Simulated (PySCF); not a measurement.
CdH₂OS, SMILES [OH][Cd][SH].

Geometry: r2SCAN-D4/def2-TZVP. The def2 effective core potentials stand for the cores of Cd; spin–orbit coupling is left out. One conformer was computed; it need not be the lowest.

The numbers are results of TDA-PBE0/def2-SVPD (PySCF 2.14.0), not measurements.

Vertical excitations. Isolated molecule, no solvent.

Question: Estimate the UV-visible absorptions. (The exact figures need the calculation; the answer reports its results.)

Answer: 
| state | energy (eV) | λ (nm) | f | main pairs |
|---|---|---|---|---|
| S1 | 4.60 | 269 | 0.026 | HOMO→LUMO 98 % |
| S2 | 5.16 | 240 | 0.020 | HOMO−1→LUMO 98 % |
| S3 | 5.72 | 217 | 0.000 | HOMO→LUMO+1 98 % |
| S4 | 5.95 | 208 | 0.040 | HOMO→LUMO+2 53 %, HOMO−2→LUMO 39 % |
| S5 | 6.26 | 198 | 0.078 | HOMO−1→LUMO+1 34 %, HOMO−3→LUMO 28 %, HOMO→LUMO+2 21 %, HOMO−2→LUMO 14 % |
| S6 | 6.40 | 194 | 0.016 | HOMO→LUMO+3 91 % |
| S7 | 6.67 | 186 | 0.000 | HOMO−1→LUMO+2 98 % |
| S8 | 6.89 | 180 | 0.028 | HOMO−2→LUMO+1 71 %, HOMO−3→LUMO 17 % |
| S9 | 7.04 | 176 | 0.040 | HOMO−2→LUMO+2 36 %, HOMO−3→LUMO 24 %, HOMO−2→LUMO+1 21 % |
| S10 | 7.17 | 173 | 0.484 | HOMO−2→LUMO+2 23 %, HOMO−2→LUMO 23 %, HOMO−1→LUMO+1 17 %, HOMO→LUMO+2 11 % |
| T1 | 4.21 | 294 | 0 | HOMO→LUMO 97 % |
| T2 | 4.69 | 264 | 0 | HOMO−1→LUMO 96 % |
| T3 | 5.05 | 246 | 0 | HOMO−2→LUMO 92 % |
| T4 | 5.54 | 224 | 0 | HOMO→LUMO+1 77 %, HOMO→LUMO+3 14 % |
Triplets are in the Tamm–Dancoff approximation.
